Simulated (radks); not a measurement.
Task: These are the eigenvalues of the occupied orbitals of an atom or ion with whole-number occupations (hartree). Method: scalar-relativistic Kohn-Sham, SCAN, spin-polarised, spherical densities, finite nucleus; meta-GGA in the generalised Kohn-Sham scheme; Fermi nuclear charge, rms radius of each element as measured or else 0.836 A^(1/3) + 0.57 fm; computed with a radial shooting solver on a logarithmic mesh with Libxc functionals.

| orbital | eigenvalue |
|---|---|
| 1s up | -306.0938 |
| 1s down | -306.0936 |
| 2s up | -39.93600 |
| 2s down | -39.74774 |
| 2p up | -34.75055 |
| 2p down | -34.61111 |
| 3s up | -7.54620 |
| 3s down | -7.20086 |
| 3p up | -5.99690 |
| 3p down | -5.65448 |
| 3d up | -3.52033 |

Which element is it, and in what charge state? The configuration may be excited. Open shells, if any, are filled with parallel spins first.

Result: Z = 28, nickel, charge +5: Ni5+ in [Ar] 3d5. The list shows which subshells hold electrons but not how many an open one holds; the 1s level, -306.09 hartree, gives Z - s = 24.7 by -(Z - s)^2/2, which with screening and relativity narrows Z to a few neighbours, and the depths of the outer levels then fix element, charge and occupations together.
